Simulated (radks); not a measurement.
All-electron atom: Kr4+ in [Ar] 3d9.75 4s2 4p2 4f0.25 (fractional occupations, a model configuration). All-electron calculation, Dirac Kohn-Sham, PBEsol, spin-unpolarised, spherical densities, point nucleus; open shells fill j = l - 1/2 first. Program: a radial shooting solver on a logarithmic mesh with Libxc functionals. Some entries of the table are withheld. Estimate them.

| orbital | occ. | eigenvalue (eV) | <r^2> (bohr^2) | <r> (bohr) |
|---|---|---|---|---|
| 1s1/2 | 2 | -14207.68 | 0.002320 | 0.04150 |
| 2s1/2 | 2 | -1926.307 | 0.03968 | 0.1833 |
| 2p1/2 | 2 | -1747.461 | 0.03040 | 0.1574 |
| 2p3/2 | 4 | -1693.675 | 0.03184 | 0.1614 |
| 3s1/2 | 2 | -325.4737 | (1) | 0.5288 |
| 3p1/2 | 2 | -262.2720 | 0.3301 | (2) |
| 3p3/2 | 4 | -254.2800 | 0.3428 | (3) |
| 3d3/2 | 4 | -144.0010 | 0.3650 | 0.5457 |
| 3d5/2 | 5.75 | -142.6695 | 0.3698 | 0.5494 |
| 4s1/2 | 2 | (4) | 2.253 | 1.413 |
| 4p1/2 | 2 | -59.0965 | 2.756 | (5) |
| 4p3/2 | 0 | -58.0634 | 2.838 | (6) |
| 4f5/2 | 0.25 | -17.9791 | (7) | 3.290 |
| 4f7/2 | 0 | -17.9774 | (8) | 3.290 |

Answer. 
(1) 3s1/2 <r^2> (bohr^2): 0.3215
(2) 3p1/2 <r> (bohr): 0.5312
(3) 3p3/2 <r> (bohr): 0.5415
(4) 4s1/2 eigenvalue (eV): -75.1449
(5) 4p1/2 <r> (bohr): 1.559
(6) 4p3/2 <r> (bohr): 1.582
(7) 4f5/2 <r^2> (bohr^2): 12.36
(8) 4f7/2 <r^2> (bohr^2): 12.36
